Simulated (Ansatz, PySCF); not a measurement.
# Lu(NO3)3 in two programs

Lu(NO3)3 (singlet in the valence; each metal's 4f electrons, 14 of them, lie in its core potential, out of spins and levels), relaxed with PySCF 2.14.0, RKS r2SCAN, Lu lcecp-1-SVP with ECP60, O def2-SVP, N def2-SVP; non-relativistic Hamiltonian with scalar-relativistic core potentials where named; density fitting; no spin-orbit coupling:

```xyz
13

Lu    0.0000    0.0000    0.0000
O     1.9853    0.2440    1.0525
O     1.9853   -0.2440   -1.0525
N     2.6977    0.0000    0.0000
O     3.8841    0.0000    0.0000
O    -1.2040    1.5973    1.0525
O    -0.7813    1.8413   -1.0525
N    -1.3488    2.3363    0.0000
O    -1.9420    3.3637    0.0000
O    -0.7813   -1.8413    1.0525
O    -1.2040   -1.5973   -1.0525
N    -1.3489   -2.3363    0.0000
O    -1.9421   -3.3637    0.0000
```

There the HOMO–LUMO gap is 4.33 eV. The 4f levels lie in the core potential and are missing.

The same geometry by Ansatz 0.2.0 (PBE, PAW with the 4f shell of lanthanides and the 5f shell of actinides in the valence, a periodic box with 9 Å of vacuum):

| spin-orbit coupling | gap (eV) | largest force component (eV/Å) |
| --- | --- | --- |
| without | 3.82 | 1.05 |

**Question.** What does the run with spin-orbit coupling give?

**Answer.** gap (eV): 3.81, largest force component (eV/Å): 1.05. It took 38 s on 4 threads of Arm Neoverse V2 (shared host), peak memory 4.4 GiB.

The spin-orbit runs use fully relativistic datasets of their own, so changes of a few hundredths of an eV needn't come from the coupling.

No frequency check is given that shows the relaxed geometry to be a minimum. An lcecp potential fixes the number of 4f electrons, so in runs with it no electron can move into or out of that shell.

The two programs differ in functional, so their gaps don't test each other.
